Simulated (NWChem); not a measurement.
# C$_{3}$H$_{4}$FNSi; SMILES F[SiH2]/N=C/C#C

```xyz
10

C      0.0766    -3.5454     0.0000
C      0.1738    -2.3363     0.0000
C      0.3568    -0.9117     0.0000
N     -0.6140    -0.0922     0.0000
Si    -0.5329     1.6352     0.0000
F      1.0111     2.1613     0.0000
H     -0.0271    -4.6157     0.0000
H      1.4195    -0.5925     0.0000
H     -1.1882     2.1346    -1.2346
H     -1.1882     2.1346     1.2346
```
Atoms are numbered in this order, from 1.

Computed with NWChem. Medium grid unless said otherwise, to which SCAN and Minnesota functionals are sensitive. Coordinates come from a PBE0/def2-SVP optimisation. Hybrids' shares of exact exchange are those that their runs print; pure functionals count as 0. The functionals differ in more than this share.

```csv
row,share of exact exchange,highest occupied level (eV)
PBE/def2-SVP,0.00,-6.19
MN15-L/def2-SVP,0.00,-6.92
TPSSh/def2-SVP,0.10,-6.93
B3LYP/def2-SVP,0.20,-7.45
MPW1K/def2-SVP,0.43,withheld
```

Question: Fit a straight line of the last column on the one before it, predict the withheld value, and compare with the run.

Answer: 
1. Means of the 4 shown rows: x = 0.075, y = -6.872. Slope Σ(x − x̄)(y − ȳ)/Σ(x − x̄)² = -0.1212/0.02750 = -4.409; intercept -6.542.
2. The shown rows scatter about the line by 0.260 (root mean square); the largest residual is -0.38, at MN15-L/def2-SVP.
3. At x = 0.43 (MPW1K/def2-SVP; beyond the shown range) the line gives -8.44.
4. The run gives -8.93, -0.49 from the line, 1.9 times the scatter.
